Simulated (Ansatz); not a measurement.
Reactions of `F[Si](F)(F)CS`.

Calculated with Ansatz (gas phase, PBE0-D4/def2-TZVP geometries, no zero-point term in ΔE). CCSD(T)/CBS adds triple-zeta CCSD(T) − MP2 to the extrapolated MP2 energy (def2 sets, frozen cores). This one scheme is used for every species. Elements past krypton have def2 core potentials. For Br, Ge, I outer-core shells are correlated without core-valence functions, which leaves a few kJ/mol of doubt a bond. Scalar relativity is left out up to krypton. Each species was taken in one conformer, which may not be the lowest.

Problem. Order these by ΔE at CCSD(T)/CBS, lowest first. (Best estimate.)
A. `F[Si](F)(F)CS` + `[Cl][GeH3]` → `S[CH2][GeH2][Cl]` + `F[SiH](F)F`
B. `F[Si](F)(F)CS` + HI → `F[Si](F)(F)I` + CH₃SH
C. `F[Si](F)(F)CS` + H₂O → `O[Si](F)(F)F` + CH₃SH
D. `F[Si](F)(F)CS` + `C=CS` → `C=CS[Si](F)(F)F` + CH₃SH
E. `F[Si](F)(F)CS` + `[SiH3]S` → `[SiH3]SCS` + `F[SiH](F)F`
F. `F[Si](F)(F)CS` + HBr → `F[Si](F)(F)Br` + CH₃SH
G. `F[Si](F)(F)CS` + `O[Si](Cl)(Cl)Cl` → `F[Si](F)(F)O[Si](Cl)(Cl)Cl` + CH₃SH
H. `F[Si](F)(F)CS` + CH₄ → `CC[Si](F)(F)F` + H₂S

Solution. G (-126.1 kJ/mol), C (-112.6 kJ/mol), F (-84.7 kJ/mol), B (-70.9 kJ/mol), D (-53.8 kJ/mol), H (-13.9 kJ/mol), A (-0.3 kJ/mol), E (+46.3 kJ/mol).

Largest T1 diagnostic: 0.012, for `C=CS[Si](F)(F)F`.
